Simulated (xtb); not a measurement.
xtb input (GFN-FF):

```bash
xtb mol.xyz --gfnff --opt tight --chrg 0 --uhf 0
```
mol.xyz:
```
18

C      2.38556302     0.22893353     0.20729859
Si     0.74265081    -0.31921267    -0.51581378
C     -0.46411527     1.10474831    -0.84829045
C     -1.49216021     0.97946809     0.29767273
C     -1.73578863    -0.51202045     0.57534571
C     -0.36905468    -1.21365458     0.73281269
H      2.96704288     0.80106463    -0.51868127
H      2.98739478    -0.62925859     0.51452502
H      2.22873672     0.85975645     1.08542191
H      1.00009993    -1.13259516    -1.73462237
H     -0.95829778     0.95463095    -1.81205757
H      0.00357235     2.08997162    -0.88026474
H     -2.42587001     1.49853275     0.06837992
H     -1.08744384     1.44580157     1.20221748
H     -2.37236622    -0.65411023     1.45198844
H     -2.27028600    -0.94623481    -0.27580994
H     -0.43732201    -2.29231277     0.58878112
H      0.02096254    -1.05111851     1.74247954
```

End of the output:

```
         :::::::::::::::::::::::::::::::::::::::::::::::::::::
         ::                     SUMMARY                     ::
         :::::::::::::::::::::::::::::::::::::::::::::::::::::
         :: total energy              -2.536223621269 Eh    ::
         :: gradient norm              0.000310652914 Eh/a0 ::
         ::.................................................::
         :: bond energy               -2.673620307863 Eh    ::
         :: angle energy               0.014512568329 Eh    ::
         :: torsion energy             0.004524970820 Eh    ::
         :: repulsion energy           0.134913502932 Eh    ::
         :: electrostat energy        -0.005571008505 Eh    ::
         :: dispersion energy         -0.010856311300 Eh    ::
         :: HB energy                  0.000000000000 Eh    ::
         :: XB energy                  0.000000000000 Eh    ::
         :: bonded atm energy         -0.000127035681 Eh    ::
         :: external energy            0.000000000000 Eh    ::
         :: add. restraining           0.000000000000 Eh    ::
         :: total charge              -0.000000000000 e     ::
         :::::::::::::::::::::::::::::::::::::::::::::::::::::

           -------------------------------------------------
          |                Property Printout                |
           -------------------------------------------------

molecular dipole:
                 x           y           z       tot (Debye)
 q only:        0.036       0.005       0.006       0.093
           -------------------------------------------------
          |                Geometry Summary                 |
           -------------------------------------------------

      molecular mass/u    :      100.2344672
   center of mass at/Å    :        0.0043670      -0.0082531      -0.0152274
  moments of inertia/u·Å² :        0.1134883E+03   0.2234807E+03   0.2792748E+03
rotational constants/cm⁻¹ :        0.1485408E+00   0.7543215E-01   0.6036217E-01

 * 17 selected distances

     #   Z          #   Z                                           value/Å
     1   6 C        2  14 Si                                      1.8773348
     2  14 Si       3   6 C                                       1.8805619 (max)
     3   6 C        4   6 C                                       1.5317979
     2  14 Si       6   6 C                                       1.8804027
     5   6 C        6   6 C                                       1.5317565
     1   6 C        7   1 H                                       1.0870799
     1   6 C        8   1 H                                       1.0870655
     1   6 C        9   1 H                                       1.0870290 (min)
     2  14 Si      10   1 H                                       1.4710863
     3   6 C       11   1 H                                       1.0920708
     3   6 C       12   1 H                                       1.0925435
     4   6 C       13   1 H                                       1.0995042
     4   6 C       14   1 H                                       1.0985799
     5   6 C       15   1 H                                       1.0994614
     5   6 C       16   1 H                                       1.0984803
     6   6 C       17   1 H                                       1.0926925
     6   6 C       18   1 H                                       1.0919846

 * 4 distinct bonds (by element types)

   Z      Z             #   av. dist./Å        max./Å        min./Å
   1 H    6 C          11     1.0933174     1.0995042     1.0870290
   6 C    6 C           2     1.5317772     1.5317979     1.5317565
   1 H   14 Si          1     1.4710863     1.4710863     1.4710863
   6 C   14 Si          3     1.8794331     1.8805619     1.8773348

optimized geometry written to: xtbopt.xyz

           -------------------------------------------------
          | TOTAL ENERGY               -2.536223621269 Eh   |
          | GRADIENT NORM               0.000310652914 Eh/α |
           -------------------------------------------------
########################################################################
Note: The following floating-point exceptions are signalling: IEEE_UNDERFLOW_FLAG IEEE_DENORMAL
normal termination of xtb
[WARNING] Runtime exception occurred
-1- gfnff_setup: Could not read topology file.
########################################################################

------------------------------------------------------------------------
------------------------------------------------------------------------
 total:
 SCF:
 ANC optimizer:
```
